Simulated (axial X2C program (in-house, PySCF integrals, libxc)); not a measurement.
## Worked dissociation energy of SnTe⁺: TPSS, scalar-relativistic

Calculated with an in-house all-electron X2C program for linear molecules (integrals from PySCF). Spin-free means the one-electron spin-free X2C Hamiltonian. Basis: Te dyall-cv3z [11s12p8d4f1g], Sn dyall-cv3z [11s12p9d4f1g] (cores contracted in-house); Gaussian nuclei, density fitting, unrestricted open shells. Masses: Te 129.906 u, Sn 119.902 u.

Molecular state: M_S = 1/2, Λ = 1 (beyond evenly filled blocks: π+α, π+β, π-α).

```
E(Te) (2M_S = 2, M_L = 0)  : -6793.490589 hartree
E(Sn+) (2M_S = 1, M_L = 0) : -6176.022772 hartree
E(SnTe⁺) at Re             : -12969.624309 hartree
ωe                         : 205.2 cm⁻¹
ωexe                       : 0.393 cm⁻¹
```

(1) Work out De and D0.

The state is a single determinant with fixed occupations, the lowest that a limited PBE0 search found. De is counted from the lowest determinant-based energies of the atoms at the same level, without counterpoise correction. The functionals have no current-density term, which raises determinants with orbital currents, atoms included. Spin-free De lacks the spin–orbit lowering of the heavy p-block atom, a tenth of an eV or more for 4p and 5p, up to an eV for 6p and one to two eV for 7p atoms, less what an open-shell molecule gains itself.

Each atomic determinant is the lowest at this level and need not be a pure term. Totals compare only within one Hamiltonian and basis.

Answers

(1) De = -6793.490589 + (-6176.022772) − (-12969.624309) = 0.11095 hartree = 3.019 eV. The zero-point energy is ωe/2 − ωexe/4 = 103 cm⁻¹ = 0.013 eV, so D0 = 3.006 eV.
